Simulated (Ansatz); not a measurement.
Basis sets compared for Cu(AsH3)(NH2) (CuAsNH₅). Total charge 0; singlet. Geometry PBE0-D4/def2-SVP. Ansatz on 4 threads of Arm Neoverse V1 on a shared host; times are rough, and most runs start from earlier orbitals.

Cartesian coordinates in Å:
```
Cu -0.513 0.372 -0.010
As 1.340 -0.933 -0.185
H 1.261 -2.269 -0.890
H 2.048 -1.432 1.055
H 2.576 -0.427 -0.897
N -1.998 1.430 -0.002
H -1.890 2.285 0.545
H -2.825 0.974 0.384
```

Binding counts from free atoms (Cu doublet, As quartet, H doublet, N quartet) in the same basis, without a counterpoise term.

| level | functions | energy (Eh) | HOMO (eV) | LUMO (eV) | binding per atom (eV) | wall time |
| --- | --- | --- | --- | --- | --- | --- |
| HF/STO-3G | 46 | -3886.0513 | -2.37 | 4.60 | – | 1.1 s |
| HF/def2-TZVP | 154 | -3930.4845 | -8.05 | 1.95 | 1.58 | 1.4 s |
| PBE-D4/def2-SVP | 102 | -3932.9368 | -3.61 | -1.05 | 2.75 | 1.2 s |
| PBE-D4/def2-TZVP | 154 | -3933.5429 | -4.12 | -1.31 | 2.71 | 1.4 s |
| r2SCAN-D4/def2-TZVP (with forces) | 154 | -3934.1345 | -4.27 | -1.13 | 2.67 | 4.1 s |
| PBE0-D4/def2-SVP | 102 | -3933.0066 | -4.74 | -0.29 | 2.63 | 1.6 s |
| PBE0-D4/def2-TZVP | 154 | -3933.6004 | -5.21 | -0.52 | 2.61 | 2.8 s |

Problem. Estimate the rows for PBE-D4/def2-TZVPD, r2SCAN-D4/def2-TZVPD, PBE0-D4/def2-TZVPD.

Solution. 
```csv
level,functions,energy (Eh),HOMO (eV),LUMO (eV),binding per atom (eV),wall time
PBE-D4/def2-TZVPD,184,-3933.5479,-4.32,-1.55,2.73,2.1 s
r2SCAN-D4/def2-TZVPD,184,-3934.1385,-4.44,-1.34,2.69,4.9 s
PBE0-D4/def2-TZVPD,184,-3933.6047,-5.38,-0.80,2.63,3.6 s
```
